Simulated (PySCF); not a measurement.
# Levels of Gd⁵¹⁺ from EOM-EA-GCCSD

Reference: closed-shell Gd⁵²⁺, [Ne] 3s2; one electron is added. Calculated with PySCF 2.14, two-component X2C-1e with screened spin-orbit coupling, an even-tempered Gaussian basis (18 s from 4.9 bohr⁻², ratio 2.6; 14 p from 6.4 bohr⁻², ratio 2.6; 6 d from 6.6 bohr⁻², ratio 2.8; 4 f from 90 bohr⁻², ratio 2.8); frozen 1s2; the 54 highest virtual spinors dropped; of the others 56 kept and the rest restored at second order. No Breit or QED terms. Binding energies in eV.

| level | Koopmans | second order | EOM-CCSD |
| --- | --- | --- | --- |
| 3p1/2 | 4695.8 | 4697.6 | 4697.0 |
| 3p3/2 | 4509.0 | 4511.6 | 4511.7 |
| 3d3/2 | 4322.4 | 4336.1 | 4316.1 |
| 3d5/2 | 4280.9 | near a pole | 4282.8 |

Electric-dipole lines between these computed levels:

| lower | upper | ΔE (eV) | vacuum wavelength (nm) |
| --- | --- | --- | --- |
| 3p1/2 | 3d3/2 | 380.99 | 3.254 |
| 3p3/2 | 3d3/2 | 195.60 | 6.339 |
| 3p3/2 | 3d5/2 | 228.90 | 5.417 |

In EOM-CCSD the overlap with the one-orbital guess is low for 3d3/2 (weight 0.82). That can mean mixing with two-particle, one-hole states, where second order and EOM-CCSD lose accuracy, or only a rotation among the degenerate components of the shell; the terms of those configurations are not listed.

For comparison, the ionisation energy of Gd⁵¹⁺ is 4693 ± 4 eV (theoretical estimate listed by NIST; NIST Atomic Spectra Database, ionization energies).

Only part of the computed levels is shown.
